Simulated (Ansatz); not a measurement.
Z-matrix (Å, degrees):
```
Al
Cl 1 2.142
O 1 2.012 2 97.2
H 1 1.586 2 114.9 3 -104.5
H 1 1.581 2 115.7 3 103.9
C 3 1.207 1 130.2 2 -55.8
F 6 1.289 3 123.3 1 -10.0
O 6 1.299 3 125.7 1 170.6
H 8 0.968 6 108.9 3 -1.4
```

The species carries charge 0 and has multiplicity 1. The bonds changed during the relaxation, so this is another structure than the one it started from.

(1) List the PBE/def2-TZVPP orbital energies in eV (the Gaussian-basis code of Ansatz). (Estimate.)

Results:

(1) The calculation gave: Occupied: -2737.73, -1506.36, -663.03, -514.10, -512.80, -276.52, -248.32, -188.96, -188.88, -188.86, -106.57, -68.64, -68.52, -68.42, -34.20, -30.31, -28.53, -19.10, -18.86, -16.43, -15.51, -14.97, -12.74, -12.31, -11.75, -10.47, -10.27, -9.14, -7.56, -7.33, -7.05, -6.25. Lowest empty: -2.72, -1.47, -0.11, 0.61, 1.08, 1.78, 2.32, 3.19.
